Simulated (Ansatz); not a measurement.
System: SiNH2F2 (charge 0, doublet). SMILES: [Si](F)(F)N
Geometry: optimised at B3LYP-D3(BJ)/def2-TZVP (Ansatz, a quantum-chemistry and plane-wave program).

Wanted: atomisation energy, in kcal/mol. Terms: no spin-orbit coupling; dispersion terms only where a functional's name holds one; open shells spin-unrestricted; non-relativistic; frozen cores in correlated levels; six Cartesian d functions in 6-31G* and its kin unless marked 5d; atomisation electronic, to ground-state atoms. CBS marks a two-point X^-3 extrapolation of the correlation energy; Hartree-Fock from the larger set. Ab initio and DFT rows: single points at B3LYP-D3(BJ) geometries (Ansatz).

```tsv
species	coefficient	E at B3LYP/6-31G* (Ansatz), Eh	E at wB97M-V/def2-TZVPD (Ansatz), Eh
N[Si](F)F	-1	-545.22249	-545.29191
F atom	+2	-99.71553	-99.74647
H atom	+2	-0.50027	-0.49411
N atom	+1	-54.58449	-54.59266
Si atom	+1	-289.37173	-289.35271
```

Coupled cluster (Ansatz) is a level with limits of its own, used here on species with T1 under 0.025 (0.045 for open shells) and stable references: CCSD(T)/CBS(aug-cc-pV(T+d)Z,aug-cc-pV(Q+d)Z). Value to compare with, CCSD(T)/CBS(aug-cc-pV(T+d)Z,aug-cc-pV(Q+d)Z) (Ansatz): 547.3 kcal/mol. 1 Eh = 627.5095 kcal/mol.

Question: Work the quantity out at each level, and compare with CCSD(T)/CBS(aug-cc-pV(T+d)Z,aug-cc-pV(Q+d)Z) (Ansatz).

Answer: 
- B3LYP/6-31G*: the sum of coefficient times E is 0.83467 Eh, or 523.76 kcal/mol. Result: 523.8 kcal/mol. Its difference against CCSD(T)/CBS(aug-cc-pV(T+d)Z,aug-cc-pV(Q+d)Z) (Ansatz) is -23.5 kcal/mol.
- wB97M-V/def2-TZVPD: the sum of coefficient times E is 0.86538 Eh, or 543.03 kcal/mol. Result: 543.0 kcal/mol. Its difference against CCSD(T)/CBS(aug-cc-pV(T+d)Z,aug-cc-pV(Q+d)Z) (Ansatz) is -4.3 kcal/mol.
